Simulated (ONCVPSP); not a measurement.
# What one change does to a pseudopotential (Ar, ONCV)

ONCVPSP 4.0.1 input, shortened (lines: element, Z, core and valence counts, functional; n l f; lmax; l rc ep ncon nbas qcut; lloc lpopt rc5 dvloc0; l nproj debl; icmod fcfact rcfact), PW91, non-relativistic:

```
  Ar 18.00    3    2  -109134      upf
    1    0    2.00
    2    0    2.00
    2    1    6.00
    3    0    2.00
    3    1    6.00
    2
    0    1.20    0.00    3    7    6.20
    1    1.10    0.00    3    8    9.00
    2    1.25    0.09    4    7    8.30
    4    1    1.05    3.00
    0    2    1.00
    1    2    2.50
    2    1    3.40
    0    0.00    0.00
```

Change: p: rc 1.26.

Cutoffs: the cutoffs (Ha) at which the residual kinetic energy of the hardest occupied pseudo-wave falls to 1 and 0.1 mHa per electron; they do not see the model core or the augmentation charge, which bear on the density cutoff. Errors are all-electron minus pseudo energies relative to the spin-unpolarised reference configuration.

**Question.** What does the change do?

**Answer.** The potential gets neither clearly harder nor softer (18 Ha and 54 Ha → 20 Ha and 54 Ha); of the 4 tests that both files solve, the error grows in 2 and shrinks in 0 by more than 15 % and 0.3 meV (median size 31.7 → 35.8 meV); neither file shows a bound ghost.

```tsv
quantity	base	changed
cutoff, loose	18 Ha	20 Ha
cutoff, tight	54 Ha	54 Ha
loose cutoff by channel	s 18 Ha, p 17 Ha	s 18 Ha, p 20 Ha
bound ghosts	none	none
GHOST(+) flags under 300 eV	s at 246.7 eV	s at 246.7 eV
error for 3s2 3p5, meV [ΔE 16.14 eV]	+0.6	+1.7
error for 3s2 3p4, meV [ΔE 44.88 eV]	+11	+14
error for 3s2 3p3, meV [ΔE 87.54 eV]	+52	+57
error for 3s2 3p2, meV [ΔE 145.26 eV]	+157	+167
s: phases at 1.22 bohr within 0.05 rad from the reference energy up to (Ha; the scan ends near 5)	to the end of the scan	to the end of the scan
d: phases at 1.27 bohr within 0.05 rad from the reference energy up to (Ha; the scan ends near 5)	to the end of the scan	to the end of the scan
```
